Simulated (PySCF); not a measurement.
C3H4ClFSi, SMILES FC1=C(Cl)C[SiH2]1. Geometry: PBE-D3(BJ)/def2-SVP. The structure was generated by enumeration, and PubChem lists no compound with its InChIKey, so it may never have been made.

Computed equilibrium geometry at PBE-D3(BJ)/def2-SVP (PySCF confirms it by a frequency run) as Cartesian coordinates in Å, and its point group:
point group Cs.
```xyz
10

F      2.1108    -0.0665     0.0000
C      0.8245    -0.4048     0.0000
C     -0.2630     0.4183     0.0000
Cl    -0.2825     2.1533     0.0000
C     -1.5014    -0.4528     0.0000
Si    -0.2696    -1.9356     0.0000
H     -2.1331    -0.3363     0.9048
H     -2.1331    -0.3363    -0.9048
H     -0.2581    -2.8007    -1.2292
H     -0.2581    -2.8007     1.2292
```
